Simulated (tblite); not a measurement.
Task: Write Cartesian coordinates for `CC(=O)C1=C[N]C=C1` [radical] as optimised with GFN2-xTB. (Doublet state.)

Result: 
```xyz
14
C6H6NO angstrom
C     -2.094   -0.231   -0.490
C     -1.182    0.060    0.684
O     -1.615    0.251    1.800
C      0.234    0.080    0.364
C      1.282    0.345    1.320
N      2.455    0.300    0.734
C      2.259    0.023   -0.570
C      0.888   -0.104   -0.852
H     -1.972    0.542   -1.245
H     -1.835   -1.191   -0.930
H     -3.125   -0.250   -0.147
H      1.153    0.582    2.358
H      3.091   -0.082   -1.240
H      0.462   -0.326   -1.810
```

Orientation and origin are arbitrary. Atoms count from 1 in this order. C5 (carbon bonded to C, N and H) is planar (angles 126.5°, 123.2° and 110.3°, sum 360.0°, 0.01 Å off the plane of its three neighbours). The 2 C–N bonds span 1.312 Å (C5–N6, aromatic) to 1.347 Å (N6–C7, aromatic), a spread of 0.035 Å. C4 (carbon bonded to 3 C) is planar (angles 130.5°, 124.3° and 105.2°, sum 360.0°, 0.01 Å off the plane of its three neighbours). C7 (carbon bonded to C, N and H) is planar (angles 128.4°, 120.7° and 110.8°, sum 360.0°, 0.00 Å off the plane of its three neighbours).

Bonds between heavy atoms (Å): C1–C2 1.515, C2=O3 1.212, C2–C4 1.452, C4–C5 1.443, C5–N6 1.312, N6–C7 1.347, C7–C8 1.405, C4–C8 1.393.

Structure optimised with GFN2-xTB, isolated species. This method treats the open shell by occupation alone, without spin polarisation.

Its GFN2-xTB frequencies are all real (lowest 57 cm⁻¹). Torsions: C1–C2–C4–C5 180°. 3 starts were optimised and ended at 0.00, 0.36 and 0.36 kcal/mol (GFN2-xTB); the lowest of these is shown.

One conformer stands for the species.

All values are computed, not measured.
